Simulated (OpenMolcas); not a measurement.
A run on V III.

```json
{"Program": "OpenMolcas", "Method": "CASSCF", "Basis": "ANO-RCC-VTZP [6s5p3d2f1g]", "Scalar Hamiltonian": "DKH2, point nucleus", "Active space": "3 electrons in 10 orbitals (3d 4d)", "State averaging": "2S+1 = 4 even, 10 roots; 2S+1 = 2 even, 40 roots", "Spin-orbit coupling": "state interaction with AMFI integrals over the reference wave functions, term energies averaged over their components"}
```

59 basis functions. Blocks (2S+1, parity, CSFs, roots kept): 4, even, 120, 10; 2, even, 330, 40.

Task: How long do the RASSCF and RASSI steps take on 1 thread of Arm Neoverse V1 (shared host)?

Result: About 26 s of wall time, without the integral step.
